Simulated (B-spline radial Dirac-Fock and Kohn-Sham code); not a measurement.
# Elastic scattering of 15.4 keV electrons by neutral lead

Method: relativistic (Dirac) partial waves in the static field of the Dirac-Fock atom with Furness-McCarthy exchange, without polarisation or absorption potentials. Computed with an atomic code on a B-spline grid.

```
θ (°)  dσ/dΩ (a₀²/sr)  Sherman function
    5            17.1             0.000
   10            2.30             0.001
   15           0.678             0.002
   20           0.294            -0.002
   25           0.159            -0.009
   30          0.0944            -0.015
   35          0.0600            -0.016
   40          0.0403            -0.008
   45          0.0283             0.011
   50          0.0206             0.038
   55          0.0155             0.070
   60          0.0119             0.101
   65         0.00940             0.125
   70         0.00760             0.134
   75         0.00629             0.123
   80         0.00534             0.091
   85         0.00467             0.038
   90         0.00420            -0.030
   95         0.00389            -0.104
  100         0.00371            -0.174
  105         0.00363            -0.233
  110         0.00363            -0.275
  115         0.00369            -0.299
  120         0.00379            -0.308
  125         0.00393            -0.303
  130         0.00408            -0.288
  135         0.00424            -0.266
  140         0.00441            -0.240
  145         0.00457            -0.211
  150         0.00472            -0.181
  155         0.00485            -0.151
  160         0.00497            -0.120
  165         0.00506            -0.090
  170         0.00513            -0.060
  175         0.00517            -0.030
```

The total elastic cross section is 2.58 a₀², the first transport cross section 0.0917 a₀² and the second, weighted with (3/2) sin²θ, 0.156 a₀². The mean deflection is ⟨1 − cos θ⟩ = 0.0355, and 0.99 % of the collisions scatter beyond 90°.

On this grid of angles the cross section has a minimum near 110°.
